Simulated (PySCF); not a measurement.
Geometry:
| atom | x (Å) | y (Å) | z (Å) |
| --- | --- | --- | --- |
| C1 | -1.020 | 1.496 | 0.234 |
| P2 | -0.462 | 0.077 | -0.814 |
| C3 | -1.298 | -1.286 | 0.116 |
| C4 | 1.190 | -0.120 | -0.017 |
| F5 | 1.251 | -0.193 | 1.330 |
| C6 | 2.311 | -0.190 | -0.719 |
| F7 | 3.543 | -0.330 | -0.251 |
| F8 | 2.320 | -0.125 | -2.043 |
| H9 | -0.483 | 2.394 | -0.063 |
| H10 | -2.082 | 1.652 | 0.054 |
| H11 | -0.853 | 1.296 | 1.291 |
| H12 | -1.102 | -1.215 | 1.185 |
| H13 | -0.947 | -2.244 | -0.261 |
| H14 | -2.368 | -1.213 | -0.065 |

- GFN2-xTB geometry
- shielding tensors at PBE0/pcSseg-1 (GIAO)
- run in PySCF 2.14.0 with density-fitted response routines
- non-relativistic, fast rotation and ring inversion assumed for equivalent nuclei, one computed conformer, isolated molecule

References, each an isolated molecule treated in the same way: 13C, 1H against TMS; H3PO4 for 31P; CFCl3 for 19F.

```tsv
atoms	nucleus	count	Hirshfeld charge	δ (ppm)
F7	19F	1	-0.07	-89.6
H9/H10/H11/H12/H13/H14	1H	6	0.04	1.31
C4	13C	1	-0.02	?
C1/C3	13C	2	-0.17	13.2
F5	19F	1	-0.07	?
C6	13C	1	0.15	169.3
F8	19F	1	-0.06	-113.0
P2	31P	1	0.15	-72.7
```

Problem. Fill in the missing shifts.

Solution. 
- C4: 138.7 ppm, fully substituted alkene carbon; as expected for a trigonal carbon in a double bond
- F5: -214.7 ppm, vinylic fluorine

Shifts are as computed. Against solution values, carbons near 30 ppm lie about +3 ppm off and those near 130 ppm about +5 ppm. Of 1211 compounds with measured shifts, 218 miss one by over three times the rms of a fit or turn the order of signals round; such compounds aren't used in these exercises. Unscaled 19F shifts against computed CFCl3 carry errors that often reach 10 to 50 ppm. Experimental scales use liquid or dissolved standards, which lie at an offset from isolated H3PO4.
